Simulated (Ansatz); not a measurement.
Gas-phase reaction in SMILES: COC(C)OC -> CO[C](C)OC + H atom (the C-H bond at the site shown breaks; other sites are not compared here)
Structures are relaxed separately at B3LYP-D3(BJ)/def2-TZVP in Ansatz (a first-principles code), one conformer each, not searched for the lowest. Frequencies are from Ansatz.

Wanted: bond dissociation energy (enthalpy at 298 K, with B3LYP-D3(BJ) rigid-rotor harmonic-oscillator terms), in kcal/mol. Valence correlation only, unless marked. UHF or UKS for open shells. No spin-orbit coupling. Non-relativistic. CBS marks a two-point X^-3 extrapolation of the correlation energy; Hartree-Fock from the larger set. [CCSD(T)-MP2]/basis is that difference in the basis named.

```csv
level,program,bond dissociation energy (kcal/mol)
HF/6-31G,Ansatz,70.2
BLYP-D4/def2-TZVPD,Ansatz + dftd4,88.8
```

Question: What does RI-MP2/CBS(cc-pVTZ,cc-pVQZ)+[CCSD(T)-MP2]/cc-pVTZ (Ansatz) give?

Answer: 96.1 kcal/mol, so BLYP-D4/def2-TZVPD differs from it by -7.3 kcal/mol.
